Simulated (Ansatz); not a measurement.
Molecule: C2H8GeN, charge 0, multiplicity 2. SMILES: [CH3][Ge]([CH3])[NH2]
Coordinates optimised at B3LYP-D3(BJ)/def2-TZVP (Ansatz, a quantum-chemistry and plane-wave program):
```xyz
12

C      1.6162    -0.9042     0.3499
Ge     0.0484     0.1114    -0.3260
C     -1.5993    -0.9850    -0.1554
N     -0.1803     1.4948     0.9082
H      1.4003    -1.2447     1.3647
H      2.5060    -0.2757     0.3664
H      1.8094    -1.7673    -0.2863
H     -1.5456    -1.8516    -0.8135
H     -1.6884    -1.3223     0.8794
H     -2.4810    -0.4010    -0.4172
H     -1.0070     2.0644     0.7799
H      0.6170     2.1053     1.0351
```
Charge 0, spin multiplicity 2.

Property: size of the dipole moment, in D. Conventions: no dispersion term unless named; open shells spin-unrestricted; LANL2DZ with its own core potentials from Na on; six Cartesian d functions in 6-31G* and its kin unless marked 5d; no spin-orbit coupling; non-relativistic. Ab initio and DFT rows: single points at B3LYP-D3(BJ) geometries (Ansatz).

| level | program | size of the dipole moment (D) |
|---|---|---|
| SVWN5/6-31G* | Ansatz | 0.71 |
| PBE/STO-3G | Ansatz | 1.33 |
| PBE/3-21G | Ansatz | 1.04 |
| PBE/LANL2DZ | Ansatz | 0.79 |
| PBE/6-31G* | Ansatz | 0.66 |
| PBE/def2-SVP | Ansatz | 0.73 |
| PBE/6-31G* with LANL2DZ past Ar | Ansatz | 0.70 |
| B3LYP/LANL2DZ | Ansatz | 0.89 |
| B3LYP/6-31G* | Ansatz | 0.58 |
| B3LYP/6-31G* with LANL2DZ past Ar | Ansatz | 0.76 |
| PBE0/6-31G* with LANL2DZ past Ar | Ansatz | 0.74 |

No value to compare with is used here. The 11 habitual levels span 0.58 (B3LYP/6-31G*) to 1.33 D (PBE/STO-3G).

The levels are drawn from those run, B3LYP/6-31G* more often than the rest, none by its result; left out are runs that failed, that the program found above a lower state of the same kind, or whose <S^2> lies over 0.5 above the pure value.
